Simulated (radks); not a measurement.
Effect of the nuclear size on the cadmium ion Cd2+, [Kr] 4d10. Method: Dirac Kohn-Sham, BLYP, spin-unpolarised, spherical densities, finite nucleus; Fermi nuclear charge, rms radius 4.6087 fm; computed with a radial shooting solver on a logarithmic mesh with Libxc functionals. The rms radius is varied about that value; shifts are against it.

rms radius (fm)  total energy shift (eV)  density at nucleus (e/bohr^3)  1s1/2 shift (meV)  2s1/2 shift (meV)  4s1/2 shift (meV)  4p1/2 shift (meV)  5s1/2 (empty) shift (meV)
3.7607                             -1.09                      1.642e+05               -458              -51.7              -1.91              0.058                     -0.216
4.3276                            -0.382                       1.61e+05               -161              -18.1             -0.670              0.020                     -0.076
4.6087                                 0                      1.595e+05              0.000              0.000              0.000              0.000                      0.000
4.8898                             0.403                      1.582e+05                169               19.1              0.706             -0.022                      0.080
5.3184                              1.06                      1.563e+05                444               50.1               1.85             -0.056                      0.209

Slopes of the eigenvalues against <r^2> in GHz/fm^2, as finite differences over the two radii next to the reference (eigenvalue slopes, not the field-shift constants of lines): 1s1/2 15400, 2s1/2 1740, 4s1/2 64.2, 4p1/2 -1.96, 5s1/2 (empty) 7.26.
